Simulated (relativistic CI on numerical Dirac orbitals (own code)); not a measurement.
## One change at a time: W²⁰⁺

Base calculation: Dirac-Coulomb-Breit CI, separate exchange-only KLI orbitals for each configuration, model QED (radiative potential, 1s self-energy scaled to tabulated hydrogen-like ionisation energies), unscaled Slater integrals.

Configuration list (outside the closed core [Ar] 3d10 4d10): 4s2.4p6.4f8, 4s2.4p6.4f7.5s, 4s2.4p6.4f6.5s2, 4s2.4p6.4f7.5p, 4s2.4p6.4f6.5s.5p, 4s2.4p5.4f9, 4s2.4p6.4f7.6s, 4p6.4f10, 4s.4p6.4f8.5s. Levels of other configurations are missing.

Variants: (1) QED terms removed; (2) only the first 3 configurations. Shifts of the energy above 4s2.4p6.4f8 7F_6, in cm⁻¹, for the lowest level and the first level of each name with at least 55 % of one term (blank where a level changes its place among those of its configuration and J or its character, or is not in the variant):

```tsv
Level	Base	Δ(1)	Δ(2)
4s2.4p6.4f8 7F_6	0.0	0.0	0.0
4s2.4p6.4f8 7F_5	8905.2	-46.1	-67.0
4s2.4p6.4f8 7F_4	11605.7	-28.6	+119.8
4s2.4p6.4f8 7F_3	16012.0	-59.9	+50.7
4s2.4p6.4f8 7F_2	18291.9	-62.9	+104.5
4s2.4p6.4f8 7F_1	20343.8	-77.2	+73.8
4s2.4p6.4f8 7F_0	21171.0	-79.6	+75.3
4s2.4p6.4f8 5D_4	40197.7	-20.2	+1071.9
4s2.4p6.4f8 5L_10	52983.4	-18.1	+8.2
4s2.4p6.4f8 5L_9	59486.8	-48.0	+50.4
4s2.4p6.4f8 5L_8	61095.0	-35.1	+247.9
4s2.4p6.4f8 5D_3	64309.1	-100.3	+1027.7
4s2.4p6.4f8 5G_2	64906.5	-46.8	+943.9
4s2.4p6.4f8 5F_5	73982.9	-15.8	+787.5
4s2.4p6.4f8 5I_8	74836.4	-55.7	+1165.6
4s2.4p6.4f8 5H_3	80491.5	-99.9	+896.7
4s2.4p6.4f8 5F_3	82349.3	-60.2	+1082.9
4s2.4p6.4f8 5F_2	83249.6	-47.5	+1274.8
4s2.4p6.4f8 5K_9	84227.8	-45.8	+579.7
4s2.4p6.4f8 5F_1	86061.6	-80.2	+942.4
4s2.4p6.4f8 5K_8	88458.7	-40.0	+912.2
4s2.4p6.4f8 3O_12	92010.5	-64.4	-146.4
```

At this charge energies of transitions that change n are usually good to better than 1 %, and those within a shell (Δn = 0) to a few per cent. Terms inside the open d or f shell come out 10 to 20 % too wide with unscaled integrals.

Ionisation energy from the two ground configurations alone: base 539.711 eV. The NIST ASD value (semi-empirical) is 543.4 eV.

LS names give the leading component of a level, which can be under half, so a name can repeat, a term be missing and a line seem to break the LS rules.
